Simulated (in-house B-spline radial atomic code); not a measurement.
Multiplet parameters of the 4d4 shell in Ru V (Ru4+) ([Kr] 4d4). Computed with an all-electron radial atomic-structure program (B-spline basis): non-relativistic Hartree-Fock, average of configuration, point nucleus.

Slater integrals: F^2 = 74806 cm⁻¹, F^4 = 49509 cm⁻¹. Central-field spin-orbit parameter ζ(4d) = 1393 cm⁻¹ (bare central field on non-relativistic orbitals, without two-electron terms: too large for light atoms, too small for heavy ones).

Problem. What are Racah's B and C?

Solution. B = F^2/49 - 5F^4/441 = 965 cm⁻¹, C = 35F^4/441 = 3929 cm⁻¹, C/B = 4.07.

Problem. Where do the terms lie in LS coupling, without spin-orbit interaction?

Solution. In cm⁻¹ above the Hund's-rule term (some of the terms):
| term | expression | energy |
| --- | --- | --- |
| 5D | 0B + 0C | 0 |
| 3H | 4B + 4C | 19578 |
| 3G | 9B + 4C | 24405 |
| 3D | 16B + 4C | 31162 |
| 1I | 6B + 6C | 29368 |

Problem. How far can these numbers be trusted?

Solution. Unscaled Hartree-Fock integrals overestimate measured term splittings, because correlation screens the repulsion; fits to spectra scale them down, most for low charges. Here ζ is 1.44 times B, so the coupling is intermediate: spin-orbit interaction mixes the terms, and LS labels name only the largest part.
